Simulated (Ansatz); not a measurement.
Mulliken charges of CH3FIIn, SMILES `[CH3][In]([F])[I]` from PBE/def2-TZVPP in Ansatz (PBE0-D4/def2-TZVP geometry).

| atom | x (Å) | y (Å) | z (Å) | charge (e) |
| --- | --- | --- | --- | --- |
| C1 | -0.305 | 1.023 | 0.407 | -0.497 |
| In2 | 0.336 | -0.861 | -0.345 | 0.798 |
| F3 | 2.252 | -1.194 | -0.523 | -0.435 |
| I4 | -1.038 | -2.975 | -1.137 | -0.270 |
| H5 | -0.926 | 1.512 | -0.342 | 0.131 |
| H6 | -0.891 | 0.864 | 1.312 | 0.131 |
| H7 | 0.572 | 1.630 | 0.627 | 0.142 |

**Question.** By hand: the dipole of these point charges (1 e Å = 4.8032 D).

**Answer.** Σ q r = (-0.436, 0.670, 0.273) e Å, of length 0.845 e Å = 4.06 D.

**Question.** How does the dipole of the full density compare? (Best estimate.)

**Answer.** Computed: (-0.431, 0.534, 0.219) e Å, 3.46 D; the point charges give 1.17 times that, at 6° from its direction.

Point charges leave out the atoms' own dipoles, such as those of lone pairs, and Mulliken's split depends on the basis, so the two needn't agree.
